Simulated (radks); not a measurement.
The numbers below are computed, except where a source is named.
Spherical quantum dot in the effective-mass picture: electrons in a parabolic well V = omega^2 r^2 / 2 with omega = 1.64, with a point charge +1 (a donor) at the centre, all in effective atomic units (hartree* = m*/eps^2 hartree, bohr* = eps/m* bohr), one dielectric constant everywhere. Level of theory: non-relativistic Kohn-Sham, PBEsol, spin-polarised, spherical densities (a radial shooting solver with Libxc functionals). Levels are named by radial order and angular momentum (1s, 1p, 1d, 2s, ...), and open shells are averaged over m. Results are scaled to m* = 0.203 and eps = 4.5, for which hartree* = 272.8 meV and bohr* = 1.173 nm.

N = 24, configuration 1s2 1p6 1d10 2s2 1f(up 4, down 0). This is the lowest configuration that the search found. Occupied and some empty levels:

level,occupation,eigenvalue (meV),<r> (nm)
1s up,1,4191.6,1.267
1s down,1,4197.2,1.248
1p up,3,4478.0,1.815
1p down,3,4491.7,1.799
2s up,1,4693.3,1.824
2s down,1,4707.7,1.829
1d up,5,4737.4,2.115
1d down,5,4755.5,2.106
1f up,4,5012.7,2.338
1f down,0,5033.2,2.334
2p up,0,5058.5,2.062
2p down,0,5071.9,2.068
1g up,0,5306.6,2.524
1g down,0,5328.0,2.524
2d up,0,5389.0,2.296
2d down,0,5402.5,2.300

Energy (meV): total 71808.1, kinetic 11119, external 23018, Hartree 41623, exchange-correlation -3951.8.

Electron density:

r (nm),n(r) (e/nm^3)
0.188,1.049
0.397,0.7232
0.606,0.5117
0.816,0.3937
1.02,0.3454
1.23,0.3398
1.44,0.3492
1.65,0.3503
1.86,0.3289
2.07,0.2828
2.28,0.2192
2.49,0.1521
2.70,0.09361
2.91,0.05064
3.12,0.02422
3.33,0.01023
3.54,0.003799
3.74,0.001251
3.95,0.0003640
4.16,0.00009275
